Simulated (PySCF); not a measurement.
A PySCF script (with the pyscf-properties extension) for the NMR shieldings of `C=C[SiH2][Si@](C)(P)C(F)F`, C4H11F2PSi2, on a GFN2-xTB geometry:

```python
import basis_set_exchange as bse
import numpy as np
from pyscf import gto, dft
from pyscf.prop import nmr

atoms = """
C     2.522191   -1.641974    0.850412
C     2.372008   -0.766788   -0.132861
Si    1.471158    0.878458    0.046481
Si   -0.840633    0.550940   -0.277402
C    -1.338060   -0.604503   -1.718644
P    -2.281075    2.290148   -0.357179
C    -1.478356   -0.407108    1.306379
F    -0.889335   -1.634748    1.390368
F    -1.097411    0.259933    2.436077
H     3.028772   -2.585849    0.717155
H     2.140366   -1.454089    1.840352
H     2.772446   -1.014357   -1.109113
H     1.990597    1.804605   -0.974558
H     1.742527    1.459107    1.367051
H    -1.018802   -0.194652   -2.672162
H    -0.880810   -1.583608   -1.609684
H    -2.416046   -0.743203   -1.764974
H    -1.590394    2.947146   -1.360438
H    -1.651695    3.017971    0.638230
H    -2.562596   -0.566750    1.381472
"""
names = dict.fromkeys(["C", "Si", "P", "F", "H"], "pcSseg-1")
basis = {el: gto.basis.parse(bse.get_basis(n, elements=[el], fmt="nwchem")) for el, n in names.items()}
mol = gto.M(atom=atoms, basis=basis, charge=0, verbose=0)
mf = dft.RKS(mol, xc="PBE0")
mf.grids.level = 2
mf.grids.alignment = dft.numint.BLKSIZE   # the property module wants whole blocks of grid points
mf.conv_tol = 1e-9
mf.kernel()

calc = nmr.RKS(mf)   # GIAO
C = mf.mo_coeff
Co = C[:, mf.mo_occ > 0]
resp = mf.gen_response(singlet=True, hermi=2)
def vind(x):   # induced exchange potential for any number of trial vectors
    d = np.einsum("pi,xij,qj->xpq", C, 2 * x.reshape(-1, C.shape[1], Co.shape[1]), Co, optimize=True)
    return np.einsum("xpq,pi,qj->xij", resp(d - d.transpose(0, 2, 1)), C, Co, optimize=True).ravel()
mo1, _ = nmr.rhf.solve_mo1(calc, with_cphf=vind)
sigma = calc.kernel(mo1)
for i, s in enumerate(sigma):   # ppm
    w = np.linalg.eigvalsh((s + s.T) / 2)
    print("%2d %-2s iso %8.1f  s11 %8.1f  s22 %8.1f  s33 %8.1f" % (i, mol.atom_pure_symbol(i), w.mean(), *w))
```

**Question.** What are the results?

**Answer.** 
```
 0 C  iso     37.6  s11    -92.2  s22     40.1  s33    164.8
 1 C  iso     53.3  s11    -63.4  s22     44.9  s33    178.4
 2 Si iso    425.6  s11    400.4  s22    409.0  s33    467.4
 3 Si iso    368.6  s11    358.6  s22    367.0  s33    380.3
 4 C  iso    190.7  s11    186.2  s22    190.2  s33    195.6
 5 P  iso    617.4  s11    554.1  s22    614.1  s33    683.9
 6 C  iso     53.8  s11     32.6  s22     61.7  s33     66.9
 7 F  iso    314.8  s11    198.0  s22    309.9  s33    436.6
 8 F  iso    314.8  s11    196.5  s22    305.2  s33    442.7
 9 H  iso     25.0  s11     21.6  s22     24.9  s33     28.7
10 H  iso     25.3  s11     20.6  s22     25.2  s33     30.0
11 H  iso     25.4  s11     23.2  s22     25.4  s33     27.6
12 H  iso     27.5  s11     24.1  s22     26.0  s33     32.4
13 H  iso     27.2  s11     24.4  s22     25.6  s33     31.6
14 H  iso     31.5  s11     27.4  s22     28.5  s33     38.8
15 H  iso     31.1  s11     25.9  s22     29.1  s33     38.2
16 H  iso     31.3  s11     26.4  s22     28.9  s33     38.5
17 H  iso     30.8  s11     25.6  s22     27.8  s33     39.0
18 H  iso     30.5  s11     24.9  s22     28.1  s33     38.7
19 H  iso     25.3  s11     23.4  s22     25.0  s33     27.5
```

These numbers come from an equivalent density-fitted implementation of the same equations, which agrees with the script to about 0.01 ppm for H and up to a few tenths of a ppm for heavy atoms, so last digits may differ.

**Question.** Turn these shieldings into chemical shifts. Scale: TMS for ¹³C (σ = 186.93 ppm) and ²⁹Si (σ = 349.16 ppm) and ¹H (σ = 31.72 ppm); ³¹P (σ = 318.38 ppm) against H3PO4; ¹⁹F (σ = 170.95 ppm) vs CFCl3 (reference shieldings calculated alike).

**Answer.** Averaging equivalent atoms: C 0: 149.3; C 1: 133.6; C 6: 133.2; C 4: -3.7; Si 3: -19.5; Si 2: -76.4; P 5: -299.0; F 8: -143.9; F 7: -143.9; H 9: 6.68; H 10: 6.44; H 19: 6.42; H 11: 6.32; H 13: 4.50; H 12: 4.20; H 17/18: 1.04; H 14/15/16: 0.43 ppm. Unscaled 19F shifts against computed CFCl3 carry errors that often reach 10 to 50 ppm. Experimental scales use liquid or dissolved standards, which lie at an offset from isolated H3PO4.

Size and cost of the density-fitted run: 229 basis functions, 84 s wall time on 1 thread of an Arm Neoverse N1, shared host; peak memory 1.1 GiB.
